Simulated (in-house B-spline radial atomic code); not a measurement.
Atomic self-consistent-field run: Kr²⁺ (an excited or competing configuration). All numbers are computed (non-relativistic LC-wPBE, spin-polarised, spherical fractional occupations, exact exchange averaged over the configuration; point nucleus) with a radial B-spline atomic code at the basis-set limit, not measured.

Command:
```bash
python run_scf.py task.json out
```
Settings:
```
Z                36
configuration    [Ar] 3d10 4s1 4p4 5f1
hamiltonian      nr
method           lc_wpbe
spin_polarised   True
exact_exchange   averaged over the configuration
```

Output (hartree, bohr):
```
 radial grid: 60 intervals, B-splines of order 8, outer radius 53.7037 bohr

 iter        energy (Eh)    residual
    1       -2748.235953    4.57e-01
    2       -2749.747918    1.90e-01
    3       -2750.361332    2.40e-02
    4       -2750.373104    9.98e-03
    5       -2750.375028    1.68e-03
    6       -2750.375142    1.03e-03
    7       -2750.375162    1.79e-04
    8       -2750.375163    2.03e-05
    9       -2750.375163    2.32e-06
   10       -2750.375163    4.35e-07
   11       -2750.375163    3.69e-08

 total energy                     -2750.37516
 kinetic                            2748.8185
 electron-nucleus                  -6530.1546
 Hartree                            1124.7752
 exact exchange                       -7.0345
 exchange-correlation                -86.7797

 orbital      occ     eigenvalue          <r>       <r^2>       <1/r>     <1/r^2>       <r^4>       r_max
 1s up      1.000      -512.4556    0.0424489  0.00241275     35.4995     2532.89 1.47822e-05     0.02804
 1s down    1.000      -512.4444    0.0424486  0.00241272     35.4996     2532.91 1.47819e-05     0.02804
 2s up      1.000       -68.0027     0.187763   0.0414899     7.89171     254.061  0.00295776      0.1581
 2s down    1.000       -67.9961     0.187759   0.0414873      7.8915     254.039  0.00295711      0.1581
 2p up      3.000       -61.6636     0.161862    0.031993     7.87112     84.3642  0.00203863      0.1251
 2p down    3.000       -61.6537     0.161865   0.0319936     7.87079     84.3571  0.00203847      0.1251
 3s up      1.000       -10.9712     0.541026    0.336231     2.62692      42.409    0.178557      0.4766
 3s down    1.000       -10.9547     0.540802    0.335801     2.62693     42.3933    0.177661      0.4768
 3p up      3.000        -8.7155     0.544851     0.34705     2.51773     13.6972    0.202243      0.4673
 3p down    3.000        -8.6974     0.544357    0.346175     2.51872      13.703    0.200472      0.4675
 3d up      5.000        -4.6682     0.552575    0.375336     2.27883     6.73893    0.296582      0.4109
 3d down    5.000        -4.6472       0.5499    0.370632     2.28502     6.76665    0.285493      0.4108
 4s up      1.000        -2.2979      1.49203     2.51395    0.888895     6.02025     9.49734        1.33
 4p up      3.000        -1.7052       1.6508     3.09542    0.795151     1.83358     14.7382       1.452
 4p down    1.000        -1.5568      1.67771     3.21574    0.786513     1.80612     16.2793       1.454
 5f up      1.000        -0.1947      9.56145     105.976     0.14187   0.0328759       16151       10.41
```

Cost of the run: 1.5 s on 1 thread of Intel(R) Xeon(R) Platinum 8375C CPU @ 2.90GHz (shared host).
